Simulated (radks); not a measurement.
Task: Valence configurations of the osmium ion Os3+ (all share [Xe]). Calculated with a radial shooting solver on a logarithmic mesh with Libxc functionals: non-relativistic Kohn-Sham, PBEsol, spin-unpolarised, spherical densities, point nucleus; relativity is left out, which matters for an element this heavy. Order these by energy: 4f13 5d5 6s1; 4f11 5d8; 4f13 5d6; 4f14 5d4 6p1; 4f13.5 5d5 6s0.5; 4f12 5d6 6s1; 4f14 5d4 6s1; 4f14 5d5; 4f12 5d7; 4f13 5d5 6p1.

Result: From the lowest, in eV above it: 4f14 5d5 0.000; 4f14 5d4 6s1 9.373; 4f14 5d4 6p1 15.842; 4f13.5 5d5 6s0.5 34.505; 4f13 5d6 61.716; 4f13 5d5 6s1 72.493; 4f13 5d5 6p1 79.102; 4f12 5d7 133.18; 4f12 5d6 6s1 145.38; 4f11 5d8 214.79. NIST lists [Xe] 4f14 5d5 as the ground configuration; this level of theory agrees among the configurations tried. The energies are those of spherical spin-averaged densities, not of single terms. Relativity is left out, which favours d and f over s occupation in heavy atoms.
